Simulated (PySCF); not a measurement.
Geometries of 2 isomers of C2H7NSi2, from PBE0-D3(BJ)/def2-SVP geometry optimisation, gas phase (PySCF 2.14.0). One conformer each, no zero-point energy, no frequencies.

Question: Which isomer lies lower at this level?
A.
```xyz
12
angstrom
N     -1.512   -2.191   -1.245
C     -1.570   -1.228   -0.602
C     -1.576   -0.013    0.186
Si    -0.012    1.050   -0.130
Si     1.918   -0.223    0.252
H     -2.472    0.583   -0.050
H     -1.622   -0.270    1.257
H     -0.057    1.546   -1.538
H     -0.087    2.221    0.797
H      1.999   -1.336   -0.739
H      3.125    0.650    0.126
H      1.868   -0.790    1.635
```
B.
```xyz
12
angstrom
N     -2.627    1.200    0.356
Si    -1.935   -0.332   -0.033
C     -0.084   -0.373   -0.046
C      1.142   -0.378   -0.050
Si     2.974   -0.400   -0.064
H     -2.544    1.960   -0.310
H     -2.540    1.551    1.304
H     -2.385   -1.322    0.985
H     -2.387   -0.717   -1.400
H      3.492   -0.043    1.289
H      3.454   -1.763   -0.434
H      3.480    0.589   -1.061
```

Answer: A. That is `N#CC[SiH2][SiH3]`, 8.3 kcal/mol below the other.

```tsv
SMILES	atoms numbered as above	E (Eh)	relative (kcal/mol)	relative (kJ/mol)	dipole (D)
N#CC[SiH2][SiH3]	[N:1]#[C:2][CH2:3][SiH2:4][SiH3:5]	-713.45711	0.0	0.0	3.62
N[SiH2]C#C[SiH3]	[NH2:1][SiH2:2][C:3]#[C:4][SiH3:5]	-713.44381	8.3	34.9	1.43
```

As drawn, the lower has a C≡N group and an Si–Si bond, which the higher lacks; the higher has a C≡C bond and an N–H bond, which the lower lacks.
